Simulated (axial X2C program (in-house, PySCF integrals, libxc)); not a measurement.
## CoN: bond constants with and without spin–orbit coupling

Calculated with an in-house relativistic program for diatomic molecules. Spin-free means the one-electron spin-free X2C Hamiltonian; two-component (2c) means X2C with spin–orbit coupling and atomic mean-field two-electron Coulomb and Gaunt terms, so the difference of the two also holds small scalar two-electron terms. Basis: Co dyall-cv3z [9s10p6d3f2g], N dyall-av3z [7s7p3d2f] (cores contracted in-house); Gaussian nuclei, density fitting, unrestricted open shells. Masses: Co 58.933 u, N 14.003 u.

The run was started with this input:
```json
{"zs": [27, 7], "q": 0, "bas": ["dyall-cv3z", "dyall-av3z"], "levels": ["PBE0", "HF", "TPSSh"], "cc": true, "r0": 1.63, "thr": -2.0, "nmax": 90, "npts": 10, "nst": 2, "ntry": 6}
```
```bash
python so2c.py task.json out
```

Keys: zs atomic numbers; q charge; bas basis sets; levels methods; cc coupled cluster on or off; r0 starting distance in Å; thr threshold in hartree for freezing inner shells (an s shell follows its p shell); nmax most natural virtual spinors; npts points on the curve; nst determinants followed; ntry starts of the search. HF also brings MP2.

State, spin-free: M_S = 2, Λ = 2 (beyond evenly filled blocks: σα, π+α, π-α, δ+α, δ+β, δ-α); electrons by block: σα: 9, σβ: 8, π+α: 4, π+β: 3, π-α: 4, π-β: 3, δ+α: 1, δ+β: 1, δ-α: 1. Fragments: Co + N.

State, 2c: Ω = 4 (⟨Sz⟩ = 2.00, ⟨Lz⟩ = 2.00 at PBE0); electrons by block: 1/2: 12, -1/2: 12, 3/2: 5, -3/2: 4, 5/2: 1. Fragments: Co + N.

```json
{"Hamiltonian": "spin-free", "level": "PBE0", "Re (Å)": "1.606", "ωe (cm⁻¹)": "723.6", "ωexe (cm⁻¹)": "n/a", "De (eV)": "2.30", "D0 (eV)": "2.25", "k (mdyn/Å)": "3.49", "μ (D)": "-4.16"}
{"Hamiltonian": "spin-free", "level": "TPSSh", "Re (Å)": "1.605", "ωe (cm⁻¹)": "794.8", "ωexe (cm⁻¹)": "9.06", "De (eV)": "2.92", "D0 (eV)": "2.87", "k (mdyn/Å)": "4.21", "μ (D)": "-3.90"}
{"Hamiltonian": "2c", "level": "PBE0", "Re (Å)": "1.606", "ωe (cm⁻¹)": "723.8", "ωexe (cm⁻¹)": "n/a", "De (eV)": "n/a", "D0 (eV)": "n/a", "k (mdyn/Å)": "3.49", "μ (D)": "-4.16"}
{"Hamiltonian": "2c", "level": "TPSSh", "Re (Å)": "1.605", "ωe (cm⁻¹)": "794.7", "ωexe (cm⁻¹)": "9.06", "De (eV)": "n/a", "D0 (eV)": "n/a", "k (mdyn/Å)": "4.21", "μ (D)": "-3.90"}
```

Dipoles are positive if N is the positive end.

One determinant describes the state; a PBE0 search over occupations chose it and may have missed a lower one. De is counted from the lowest determinant-based energies of the atoms at the same level, without counterpoise correction. De is not given where an atomic determinant may have missed its ground term or J level, or where the truncated virtual space spoils (T). Density functionals use the spin component along the axis (collinear). PBE0 can misorder states that lie within some tenths of an eV, so this need not be the ground state of the molecule. The nearest other spin-free determinant of the search, M_S = 1, Λ = 1, lies 0.63 eV up at the distance of the search. Without a current term, density functionals place determinants with orbital angular momentum somewhat too high. With several unpaired electrons one determinant need not be a pure state. Open-shell Ω = 0 determinants with evenly filled partner blocks cannot be reached by this program, so the Ω shown need not be the lowest component.

No reliable constants came from CCSD (2c), CCSD (spin-free), CCSD(T) (2c), CCSD(T) (spin-free), HF (2c), HF (spin-free), MP2 (2c), MP2 (spin-free): no minimum in range, unconverged points, a curve that is not smooth, a change of character along it, or the two Hamiltonians disagreeing along it.

Rough cost a point (2c) on 1 thread(s) of a shared host, integrals apart: PBE0 0.9 s, TPSSh 1.3 s.

The whole task took 6.8 min on 1 thread of Intel(R) Xeon(R) Processor @ 2.30GHz, with other jobs on the host.
